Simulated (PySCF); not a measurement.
NMR parameters from quadrupole coupling constants

Species: C6H8OSSi.
Geometry (GFN2-xTB, Å), atoms numbered from 1 in this order:
```xyz
17
C6H8OSSi angstrom
C      3.5741    0.3055   -2.3210
C      2.6605    0.3148   -1.5413
C      1.5807    0.2976   -0.6423
C      1.3954    1.1662    0.3098
S      1.0662    2.1187    1.4944
Si     0.3055   -1.0993   -0.8862
C     -0.9944   -0.9275    0.4938
O     -1.5917    0.3311    0.2593
C     -2.5098    0.7132    1.2488
H      4.3772    0.3128   -2.9947
H      1.0111   -2.3825   -0.7700
H     -0.3272   -0.9323   -2.1949
H     -1.7511   -1.7231    0.4590
H     -0.5467   -0.9571    1.4974
H     -3.3446    0.0034    1.3111
H     -2.8853    1.6951    0.9672
H     -2.0269    0.7754    2.2325
```

Computed at PBE0/pcSseg-1 (PySCF, non-relativistic):

| atom | environment | nucleus | spin I | Q (b) | CQ = χzz (MHz) | η |
| --- | --- | --- | --- | --- | --- | --- |
| S5 | sulfur bonded to C | 33S | 3/2 | -0.0678 | 29.270 | 0.201 |
| O8 | ether oxygen | 17O | 5/2 | -0.0256 | -12.386 | 0.999 |

**Question.** At 7.05 T, set νQ = 3|CQ|/[2I(2I − 1)] beside the Larmor frequency (|g| × 7.62259 MHz/T × B; g(33S) = 0.42921, g(17O) = −0.75752), and give PQ = |CQ|√(1 + η²/3).

**Answer.** 
```json
{"atom": "S5", "PQ (MHz)": "29.47", "νQ (MHz)": "14.63", "ν0 (MHz)": "23.07", "νQ/ν0": "0.634"}
{"atom": "O8", "PQ (MHz)": "14.30", "νQ (MHz)": "1.858", "ν0 (MHz)": "40.71", "νQ/ν0": "0.046"}
```

For S5: PQ = 29.27 × 1.0067, νQ = 29.27 × 0.5000, ν0 = 3.2717 MHz/T × 7.05 T.

For S5 νQ isn't small against ν0, so the high-field expansions of solid-state NMR fail there at this field.

**Question.** Second-order quadrupolar shift of the central transition's centre of gravity (half-integer spins, νQ < ν0/10) at 7.05 and 14.1 T.

**Answer.** δ = −(3/40)(PQ/ν0)² [I(I + 1) − 3/4]/[I²(2I − 1)²], in ppm:

```tsv
site	7.05 T	14.1 T
17O at O8	-740	-185
```

**Question.** Take a correlation time of 1.5 ps, isotropic tumbling and extreme narrowing. What quadrupolar relaxation rates and linewidths follow?

**Answer.** Rate = (3π²/10) PQ² τc (2I + 3)/[I²(2I − 1)], the same for T1 and T2; width = rate/π.

| site | spin factor (2I + 3)/[I²(2I − 1)] | 1/T1 (s⁻¹) | T1 (ms) | linewidth (Hz) |
| --- | --- | --- | --- | --- |
| 33S at S5 | 1.333 | 5140 | 0.195 | 1640 |
| 17O at O8 | 0.320 | 290 | 3.44 | 92.5 |

Solvent, lattice and vibrations would change these gradients. Isolated species at its GFN2-xTB geometry (one conformer only). GFN2-xTB bond lengths can be off by several hundredths of an ångström, more for odd bonds, and the gradients follow them. These gradients aren't converged with respect to the basis.
